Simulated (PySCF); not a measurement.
## $^{29}$Si chemical shifts

In vacuum, averaged over atoms made equivalent by symmetry, fast rotation or ring inversion, a single conformation, non-relativistic Hamiltonian. Structure optimised with GFN2-xTB; shielding tensors at PBE0/pcSseg-1 (GIAO); PySCF 2.14.

Shieldings were converted by a linear fit to measured shifts: $^{29}$Si (scatter 8.9 ppm rms, 25.8 ppm with the 6 outliers that the fit left out vs TMS, solution or neat liquid). A few per cent of atoms miss by over 2 rms, more outside the fitted compound classes.

Give the $^{29}$Si shifts of `O=CO[Si](O)(O)S[SiH3]`, `F/C(=C\[SiH2]O[SiH3])[SiH2]O[SiH3]`, `C[Si@@H]1O[SiH2]CC(=O)O1`, `O=C[Si@@H]1C[C@@H]1[SiH](O)O`, `N#C[SiH2]N([SiH3])[SiH](N)N`, `C#C[SiH2]N(CC)[SiH2]N=C`, `CCOC[SiH](N)N`.

## Answers


| compound | environment | δ (ppm) |
| --- | --- | --- |
| [O:1]=[CH:2][O:3][Si:4]([OH:5])([OH:6])[S:7][SiH3:8] | Si4: silicon bonded to 3 O, S | -41.8 |
| [O:1]=[CH:2][O:3][Si:4]([OH:5])([OH:6])[S:7][SiH3:8] | Si8: silicon bonded to S, 3 H | -52.9 |
| [F:1]/[C:2](=[CH:3]\[SiH2:4][O:5][SiH3:6])[SiH2:7][O:8][SiH3:9] | Si4: silicon bonded to C, O, 2 H | -38.0 |
| [F:1]/[C:2](=[CH:3]\[SiH2:4][O:5][SiH3:6])[SiH2:7][O:8][SiH3:9] | Si9: silicon bonded to O, 3 H | -39.1 |
| [F:1]/[C:2](=[CH:3]\[SiH2:4][O:5][SiH3:6])[SiH2:7][O:8][SiH3:9] | Si7: silicon bonded to C, O, 2 H | -41.3 |
| [F:1]/[C:2](=[CH:3]\[SiH2:4][O:5][SiH3:6])[SiH2:7][O:8][SiH3:9] | Si6: silicon bonded to O, 3 H | -44.0 |
| [CH3:1][Si@@H:2]1[O:3][SiH2:4][CH2:5][C:6](=[O:7])[O:8]1 | Si2: silicon bonded to C, 2 O, H, in a 6-membered ring | -18.1 |
| [CH3:1][Si@@H:2]1[O:3][SiH2:4][CH2:5][C:6](=[O:7])[O:8]1 | Si4: silicon bonded to C, O, 2 H, in a 6-membered ring | -22.0 |
| [O:1]=[CH:2][Si@@H:3]1[CH2:4][C@@H:5]1[SiH:6]([OH:7])[OH:8] | Si6: silicon bonded to C, 2 O, H | -31.6 |
| [O:1]=[CH:2][Si@@H:3]1[CH2:4][C@@H:5]1[SiH:6]([OH:7])[OH:8] | Si3: silicon bonded to 3 C, H, in a 3-membered ring | -120.0 |
| [N:1]#[C:2][SiH2:3][N:4]([SiH3:5])[SiH:6]([NH2:7])[NH2:8] | Si6: silicon bonded to 3 N, H | -32.6 |
| [N:1]#[C:2][SiH2:3][N:4]([SiH3:5])[SiH:6]([NH2:7])[NH2:8] | Si5: silicon bonded to N, 3 H | -55.1 |
| [N:1]#[C:2][SiH2:3][N:4]([SiH3:5])[SiH:6]([NH2:7])[NH2:8] | Si3: silicon bonded to C, N, 2 H | -59.7 |
| [CH:1]#[C:2][SiH2:3][N:4]([CH2:5][CH3:6])[SiH2:7][N:8]=[CH2:9] | Si7: silicon bonded to 2 N, 2 H | -37.2 |
| [CH:1]#[C:2][SiH2:3][N:4]([CH2:5][CH3:6])[SiH2:7][N:8]=[CH2:9] | Si3: silicon bonded to C, N, 2 H | -54.2 |
| CCOC[SiH](N)N | silicon bonded to C, 2 N, H | -27.4 |
